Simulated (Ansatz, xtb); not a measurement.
C4H2F2Sn: which of two structures lies lower

Structure a is a singlet given by its coordinates and structure b is `C#[C][Sn]([F])([F])[C]#C`, a singlet. Both are isolated molecules in the gas phase, relaxed with PBE0-D4/def2-SVP.

a (Å):

```
atom    x (Å)    y (Å)    z (Å)
   C  -1.8265   2.3968  -0.8556
   C  -2.1110   1.2222  -0.7536
   C  -2.4216  -0.1629  -0.6313
   C  -1.5619  -1.1764  -0.4590
   F  -3.7443  -0.4097  -0.7063
   F  -0.4177  -3.8913  -0.0914
  Sn  -2.2603  -3.2410  -0.2956
   H  -1.5730   3.4376  -0.9461
   H  -0.4977  -0.9281  -0.4041
```

Close contacts (Å): C1–C2 1.21, C2–C3 1.42, C3–C4 1.34, C3–F5 1.35, C4–Sn7 2.19, F6–Sn7 1.96, C1–H8 1.08, C4–H9 1.09.

b (Å):

```xyz
9

C     1.1665   -2.6778   -0.0740
C     0.8010   -1.5478   -0.3304
C    -0.8665    1.3535    0.7048
C    -1.4856    1.9367    1.5726
F    -0.8741    0.3302   -2.3657
F     1.7091    1.4183   -1.2539
Sn    0.1812    0.3644   -0.7616
H     1.4914   -3.6794    0.1510
H    -2.0344    2.4555    2.3402
```

Q: Estimate which is lower in electronic energy at CCSD(T)/def2-SVP + ΔMP2/def2-TZVPP, and by roughly how much.

A: The CCSD(T)/def2-SVP + ΔMP2/def2-TZVPP calculation puts structure a lower, by 7.2 kcal/mol.

Level by level:

| level | geometry | E(b) − E(a) (kcal/mol) | departure from the last row (kcal/mol) | job, with rough time for the two |
| --- | --- | --- | --- | --- |
| PBE0-D4/def2-SVP | PBE0-D4/def2-SVP | +27.0 | +19.9 | optimisation, 81 s |
| HF/def2-SVP | PBE0-D4/def2-SVP | +10.0 | +2.9 | part of the CCSD(T) run |
| MP2/def2-SVP | PBE0-D4/def2-SVP | +3.2 | −4.0 | part of the CCSD(T) run |
| CCSD(T)/def2-SVP | PBE0-D4/def2-SVP | +8.6 | +1.4 | single point |
| CCSD(T)/def2-SVP + ΔMP2/def2-TZVPP | PBE0-D4/def2-SVP | +7.2 |  | single point, 1.7 min |

None of the levels shown reverses the order. The largest departure from CCSD(T)/def2-SVP + ΔMP2/def2-TZVPP is that of PBE0-D4/def2-SVP, 19.9 kcal/mol. A small imaginary or near-zero mode remains, so no thermal terms are given. Levels run at GFN2-xTB geometries aren't shown. The last row adds to CCSD(T) the change of the MP2 difference between the two basis sets, here −1.4 kcal/mol.

The correlated steps freeze 10 core orbitals; the filled d shell of Sn is correlated, in a basis made for valence electrons. Atoms past krypton carry core potentials in the def2 sets and no spin–orbit term is included. Run with Ansatz 0.2.0, xtb 6.7.1; the last row on 2 threads of Arm Neoverse V2 on a shared host.
